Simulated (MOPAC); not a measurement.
Input for MOPAC: PM7 on InMo, 2S+1 = 8, a spin state set in the input, which need not be the lowest, a point of a bond scan (R = 2.924 Å).

```
PM7 1SCF PRECISE CHARGE=0 UHF MS=3.5 THREADS=1
InMo

Mo     0.00000000 1     0.00000000 1     0.00000000 1
In     0.00000000 1     0.00000000 1     2.92414200 1
```

Program output:

```
*******************************************************************************
 **                                                                           **
 **                              MOPAC v23.2.5                                **
 **                                                                           **
 *******************************************************************************
 ** MOPAC's Digital Object Identifier: https://doi.org/10.5281/zenodo.6511958 **
 **                                                                           **
 ** Please cite the open-source release paper for use of this MOPAC version:  **
 ** J. E. Moussa and J. J. P. Stewart (2026)                                  **
 ** MOPAC: An open-source semiempirical molecular orbital program             **
 ** J. Open Source Softw., 11(119), 8025, https://doi.org/10.21105/joss.08025 **
 *******************************************************************************

                              PM7 CALCULATION RESULTS

 *******************************************************************************
 *  PM7        - The PM7 Hamiltonian to be used
 *  UHF        - UNRESTRICTED HARTREE-FOCK CALCULATION
 *
 *
 *
 *                 CHARGE ON SYSTEM = 0
 *
 *
 *
 *  MS=        - IN MECI, MAGNETIC COMPONENT OF SPIN =  3.5
 *  PRECISE    - TIGHTER CRITERIA TO BE USED
 *  1SCF       - DO 1 SCF AND THEN STOP
 *  THREADS=1  - MULTI-THREADING NOT USED
 *  T=         - A TIME OF 172800.0 SECONDS REQUESTED
 *  DUMP=N     - RESTART FILE WRITTEN EVERY 7200.0 SECONDS REQUESTED
 *******************************************************************************
PM7 1SCF PRECISE CHARGE=0 UHF MS=3.5 THREADS=1
 InMo

   ATOM   CHEMICAL          X               Y               Z
  NUMBER   SYMBOL      (ANGSTROMS)     (ANGSTROMS)     (ANGSTROMS)

     1      Mo          0.00000000  *   0.00000000  *   0.00000000  *
     2      In          0.00000000  *   0.00000000  *   2.92414200  *



          CARTESIAN COORDINATES

    NO.       ATOM           X           Y           Z

     1        Mo          0.0000      0.0000      0.0000
     2        In          0.0000      0.0000      2.9241

 General Reference for PM7:
 "Optimization of Parameters for Semiempirical Methods VI: More Modifications to the
 NDDO Approximations and Re-optimization of Parameters", J. J. P. Stewart, J. Mol. Mod., 1:32, 19 (2013)
 https://link.springer.com/article/10.1007/s00894-012-1667-x

           Empirical Formula: Mo In  =     2 atoms



      MOLECULAR POINT GROUP   :   C*v


          UHF CALCULATION, NO. OF ALPHA ELECTRONS =    8
                           NO. OF BETA  ELECTRONS =    1

 -------------------------------------------------------------------------------
 PM7 1SCF PRECISE CHARGE=0 UHF MS=3.5 THREADS=1
 InMo



     1SCF WAS SPECIFIED, SO BFGS WAS NOT USED
     SCF FIELD WAS ACHIEVED


                              PM7 CALCULATION
                                                       MOPAC v23.2.5 Linux




          FINAL HEAT OF FORMATION =        314.30721 KCAL/MOL =    1315.06137 KJ/MOL


          COSMO AREA              =        116.62 SQUARE ANGSTROMS
          COSMO VOLUME            =        108.26 CUBIC ANGSTROMS

          IONIZATION POTENTIAL    =          5.345583 EV
          ALPHA SOMO LUMO (EV)    =         -5.346  4.670
          BETA  SOMO LUMO (EV)    =         -7.638  3.110
          NO. OF ALPHA ELECTRONS  =          8
          NO. OF BETA  ELECTRONS  =          1
          MOLECULAR WEIGHT        =        210.7600         POINT GROUP:  C*v

          MOLECULAR DIMENSIONS (Angstroms)

            Atom       Atom       Distance
           In     2   Mo     1     2.92414
           In     2   Mo     1     0.00000
           Mo     1   In     2     0.00000


          SCF CALCULATIONS        =          1





   ATOM   CHEMICAL          X               Y               Z
  NUMBER   SYMBOL      (ANGSTROMS)     (ANGSTROMS)     (ANGSTROMS)

     1      Mo          0.00000000  *   0.00000000  *   0.00000000  *
     2      In          0.00000000  *   0.00000000  *   2.92414200  *

                             CARTESIAN COORDINATES

   1   Mo        0.000000000     0.000000000     0.000000000
   2   In        0.000000000     0.000000000     2.924142000


           Empirical Formula: Mo In  =     2 atoms



      MOLECULAR POINT GROUP   :   C*v


          ALPHA EIGENVALUES
  -9.55527  -9.52360  -9.14398  -9.01180  -9.01147  -8.60494  -6.08739  -5.34558
   4.67028   6.54776  88.23065  88.47604  88.50122


           BETA EIGENVALUES
  -7.63826   3.10990   3.38333   4.31590   4.31679   4.54935   5.34544   5.56581
   5.86854   6.44837  94.01906  94.18599  94.22675


              NET ATOMIC CHARGES AND DIPOLE CONTRIBUTIONS

  ATOM NO.   TYPE          CHARGE      No. of ELECS.   s-Pop       p-Pop       d-Pop
    1         Mo          -0.066041        6.0660     0.99521     0.00013     5.07071
    2         In           0.066041        2.9340     0.95799     1.97597
 DIPOLE           X         Y         Z       TOTAL
 POINT-CHG.     0.000     0.000     0.928     0.928
 HYBRID        -0.000     0.000    -0.375     0.375
 SUM           -0.000     0.000     0.553     0.553


          ATOMIC ORBITAL ELECTRON POPULATIONS

     Atom    s        px        py        pz      x^2-y^2     xz        z^2       yz        xy
    1 Mo   0.99521   0.00000   0.00000   0.00012   1.00000   1.00000   1.08651   0.98420   1.00000
    2 In   0.95799   1.00000   0.01580   0.96018


                    (SZ)    =    3.500000
                    (S**2)  =   16.372422


          ATOMIC ORBITAL SPIN POPULATIONS

    Atom   Total    s     px     py     pz   x^2-y^2  xz     z^2    yz     xy
         Atomic
    1 Mo  5.7639  0.977  0.000  0.000  0.000  1.000  1.000  0.803  0.984  1.000
    2 In  1.2361  0.249  1.000  0.016 -0.029

 **********************
 *                    *
 * JOB ENDED NORMALLY *
 *                    *
 **********************




 == MOPAC DONE ==
```

The run finished. Its determinant has ⟨S²⟩ = 16.37, a mixture of spin states.

Cost: roughly 0.020 core-seconds.
